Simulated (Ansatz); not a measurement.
Isolated molecules relaxed with PBE0-D4/def2-TZVP in Ansatz; ΔE leaves out vibrations. CCSD(T)/CBS adds triple-zeta CCSD(T) − MP2 to the extrapolated MP2 energy (def2 sets, frozen cores). DFT in def2-TZVPP. B3LYP here is the variant with VWN-RPA as its local correlation; programs differ in this. Each species was taken in one conformer, which may not be the lowest.

Reaction (isomerisation): `[SH][Al]1[NH][SiH2][SiH2]1` → `[NH2][AlH][SiH]1[SiH2]S1`

Is it downhill or uphill in electronic energy at CCSD(T)/CBS, and by how much? (Estimate.)

Ansatz gave: Uphill: ΔE = +76.0 kJ/mol.

What do these levels give: r2SCAN-D4, PBE0-D4, B3LYP-D4, PBE, HF/def2-QZVPP, MP2/CBS(def2)? (Estimate.)

Computed: r2SCAN-D4 72.3, PBE0-D4 72.0, B3LYP-D4 74.6, PBE 66.9, HF/def2-QZVPP 87.1, MP2/CBS(def2) 71.0 kJ/mol.

Largest T1 diagnostic among the species: 0.014.

In def2-TZVPP, CCSD(T) changes the Hartree–Fock value by −4.4 kJ/mol (the triples alone add −2.4 kJ/mol) and MP2 by −9.4 kJ/mol. From PBE to PBE0 (25 % exact exchange), in def2-TZVPP and without D4, ΔE moves by +5.8 kJ/mol.
